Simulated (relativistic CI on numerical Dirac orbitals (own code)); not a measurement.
These numbers are calculated, not measured: Dirac-Coulomb-Breit CI, KLI orbitals optimised for each configuration, model QED (radiative potential, 1s self-energy scaled to tabulated hydrogen-like ionisation energies), valence Slater integrals scaled by 0.85, P86 correlation estimate, and configurations built on the next ion tied to the tabulated ionisation energy (semi-empirical) (own radial code, finite nucleus).

CI space (outside the closed core [Kr] 4d10): 5s2.5p6, 5s2.5p5.5d, 5s2.5p5.6s, 5s2.5p5.6p, 5s2.5p5.6d, 5s2.5p5.7s, 5s2.5p5.5f, 5s2.5p5.6f, 5s2.5p4.5d2, 5s2.5p4.4f2, 5s.5p6.5d, 5s2.5p5.4f, 5s2.5p5.7p, 5s2.5p4.5f2, 5s.5p6.5f, 5s2.5p5.7d, 5s2.5p5.5g, 5s2.5p4.4f.5d, 5s2.5p5.7f, 5p6.5d2, 5s.5p6.6p, 5s2.5p4.5d.5f, 5p6.4f2, 5s2.5p4.4f.5f. Levels of other configurations are missing.

Configurations that consist of the next ion and one excited electron were tied to the tabulated ionisation energy; Rydberg ones are usually within 1,000 to 3,000 cm⁻¹ and the lowest ones within about 6,000 (9,000 in d shells), while levels on excited terms of the next ion carry the error of that term, and the other configurations can be misplaced by 10,000 cm⁻¹ or more. Rates follow the energies as ν³ (E1, M1) or ν⁵ (E2), so rates, branching and lifetimes can be off by large factors. The fine structure of a lone outer electron comes out too small, for d and f at times inverted, and misplaced configurations move strength between like terms. 21 of the 37 excited levels that our extract of the measured tables holds in this range could be paired (the sources list more); they are missed by 2030 cm⁻¹ on average and 3031 at most, and levels without a partner can miss by more.

Outline of the computed level scheme of Ba III. Lowest level of each configuration: 5s2.5p6 1S_0 at 0.0000 eV; 5s2.5p5.5d 3P°_0 at 16.2090 eV; 5s2.5p5.6s 3P°_2 at 19.1279 eV; 5s2.5p5.4f 3D_1 at 20.9881 eV; 5s2.5p5.6p 3S_1 at 22.1988 eV; 5s2.5p5.6d 3P°_0 at 26.8765 eV; 5s2.5p5.7s 3P°_2 at 27.1436 eV.

Some strong electric-dipole decays among the lowest 45 levels: 5s2.5p5.5d 1P°_1 → 5s2.5p6 1S_0 (3.2e+10 s⁻¹); 5s2.5p5.6s 1P°_1 → 5s2.5p6 1S_0 (3.1e+09 s⁻¹); 5s2.5p5.6s 3P°_1 → 5s2.5p6 1S_0 (2.1e+09 s⁻¹); 5s2.5p5.5d 3D°_1 → 5s2.5p6 1S_0 (1.1e+09 s⁻¹); 5s2.5p5.6d 3F°_4 → 5s2.5p5.6p 3D_3 (6.6e+08 s⁻¹); 5s2.5p5.6d 3F°_3 → 5s2.5p5.6p 3D_2 (6.0e+08 s⁻¹); 5s2.5p5.6d 3P°_1 → 5s2.5p5.6p 3S_1 (5.4e+08 s⁻¹); 5s2.5p5.6p 3D_3 → 5s2.5p5.5d 3F°_4 (4.0e+08 s⁻¹).

Rates of lines that live on the mixing of spin multiplicities can be off by large factors.

LS names give the leading component of a level, which can be under half, so a name can repeat, a term be missing and a line seem to break the LS rules.
